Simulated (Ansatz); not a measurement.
`[SeH]C1C[SiH2]1` → `C[SiH]1C[Se]1`  (isomerisation)

Isolated molecules relaxed with PBE0-D4/def2-TZVP in Ansatz; ΔE leaves out vibrations. CBS: MP2 limit from def2 TZ/QZ plus the TZ coupled-cluster correction, frozen cores. DFT in def2-TZVPP. For Se outer-core shells are correlated without core-valence functions, which leaves a few kJ/mol of doubt a bond. Scalar relativity is left out up to krypton. One conformer a species, not always the lowest.

(1) Is it downhill or uphill in electronic energy at CCSD(T)/CBS, and by how much? (Estimate.)

(2) What do these levels give: PBE0-D4, HF/def2-TZVPP, MP2/def2-TZVPP, CCSD/def2-TZVPP, MP2/CBS(def2), CCSD/CBS(def2)? (An estimate is asked.)

Largest T1 diagnostic among the species: 0.010.

Results:

(1) Computed: Downhill: ΔE = -1.89 eV.

(2) Ansatz gave: PBE0-D4 -1.87, HF/def2-TZVPP -1.91, MP2/def2-TZVPP -1.89, CCSD/def2-TZVPP -1.83, MP2/CBS(def2) -1.95, CCSD/CBS(def2) -1.88 eV.

From PBE to PBE0 (25 % exact exchange), in def2-TZVPP and without D4, ΔE moves by −0.04 eV.
